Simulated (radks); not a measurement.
Results of a calculation; reference values are marked as such.
Task: Species: Xe III. Configuration: [Kr] 4d8 5s2 5p4 6s2 (not the ground configuration). Level of theory: scalar-relativistic Kohn-Sham, PBEsol, spin-polarised, spherical densities, finite nucleus; open shells are filled with parallel spins first (spin-orbit coupling, left out, can overturn this in heavy ions); Fermi nuclear charge, rms radius 4.7859 fm (a radial shooting solver on a logarithmic mesh with Libxc functionals). Some entries of the table are withheld. Estimate them.

orbital,occ.,eigenvalue (Ry),<r> (bohr)
1s up,1,-2528.894,0.02667
1s down,1,-2528.884,0.02667
2s up,1,-397.0322,0.1147
2s down,1,-396.9694,0.1146
2p up,3,-356.7381,0.1003
2p down,3,-356.6847,0.1003
3s up,1,-84.27518,0.3064
3s down,1,-84.23533,0.3064
3p up,3,-71.26519,0.3044
3p down,3,-71.22070,0.3043
3d up,5,-51.97803,0.2807
3d down,5,-51.91772,0.2806
4s up,1,-18.14094,0.7091
4s down,1,-17.95210,0.7091
4p up,3,-13.95915,0.7526
4p down,3,-13.77095,0.7527
4d up,5,-7.82207,0.8424
4d down,3,-7.63567,0.8428
5s up,1,-3.90670,1.643
5s down,1,-3.73889,1.652
5p up,3,(1),1.860
5p down,1,(2),1.885
5d up,0,-1.37456,2.506
5d down,0,-1.27355,2.620
6s up,1,-1.14904,(3)
6s down,1,-1.12337,(4)
6p up,0,-0.86606,4.254
6p down,0,-0.85032,4.323

Result: 
(1) 5p up eigenvalue (Ry): -2.80558
(2) 5p down eigenvalue (Ry): -2.65045
(3) 6s up <r> (bohr): 3.666
(4) 6s down <r> (bohr): 3.741
